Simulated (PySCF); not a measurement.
## Polarisability of `C[C@@H]1C[C@H](CF)[NH2+]1`

C5H11FN (charge +1).
Geometry (GFN2-xTB, Å), atoms numbered from 1 in this order:
```
atom  x, y, z in Å
C1     2.1352    0.3564    0.1005
C2     1.0171   -0.5718   -0.2977
C3    -0.0596   -0.0214   -1.2459
C4    -1.1209   -0.4457   -0.2188
C5    -2.0698    0.6327    0.2826
F6    -1.3089    1.6328    0.8320
N7    -0.0363   -0.7399    0.7773
H8     2.7446   -0.0756    0.8907
H9     2.7775    0.5296   -0.7593
H10    1.7482    1.3189    0.4293
H11    1.3953   -1.5498   -0.5984
H12    0.0018    1.0574   -1.3727
H13   -0.1280   -0.4948   -2.2199
H14   -1.6741   -1.3445   -0.4926
H15   -2.7385    0.2684    1.0688
H16   -2.6507    1.0613   -0.5382
H17   -0.0729   -1.6308    1.2783
H18    0.0314    0.0230    1.4658
```

Level: PBE0/def2-SVPD (PySCF), static field, nuclei fixed, core orbitals frozen in the response. The polarisability tensor in these axes (au):

```
x   68.86 -0.66 -0.51
y   -0.66 56.23 -0.16
z   -0.51 -0.16 57.65
```

**Question.** Give the principal values, the mean and the anisotropy Δα = √{½[(α1 − α2)² + (α2 − α3)² + (α1 − α3)²]}.

**Answer.** Principal values 56.17, 57.65 and 68.92 au; mean 60.91 au = 9.03 Å³ = 10.04 × 10⁻⁴⁰ C²·m²/J; Δα = 12.08 au (20 % of the mean).

**Question.** Form Σ f/ω² (atomic units) for the 6 lowest TDDFT singlets, given as eV and f, and set it beside the mean polarisability, which is this sum over all singlets: 8.54, 0.0048; 9.04, 0.0029; 9.20, 0.0179; 9.29, 0.0085; 9.46, 0.0015; 9.55, 0.0058.

**Answer.** They add up to 0.36 au, 0.6 % of the 60.91 au; the largest single term is 0.16 au, from the state at 9.20 eV. Terms in order: 0.05, 0.03, 0.16, 0.07, 0.01, 0.05 au. Higher excitations give the rest. The strengths listed sum to 0.041.

**Question.** Rayleigh depolarisation ratio (linearly polarised light, static tensor)?

**Answer.** ρ = 3Δα²/(45ᾱ² + 4Δα²) = 437.7/(166966 + 583.5) = 0.00261.

**Question.** Directions of the eigenvectors, and the extent of the frame along each?

**Answer.** Largest value along (1.00, -0.05, -0.04), where the nuclei span 5.57 Å; middle along (0.04, -0.13, 0.99), 3.62 Å; least along (0.06, 0.99, 0.13), 3.18 Å. The response follows the extents in order.

Geometry: GFN2-xTB, one conformer, isolated ion.

These values come from a run that also computed excited states. On one thread of an Arm Neoverse V1, shared host with 32 logical CPUs at a one-minute load of 8.1, this took 40 s of wall time and 0.95 GiB of memory at its peak.
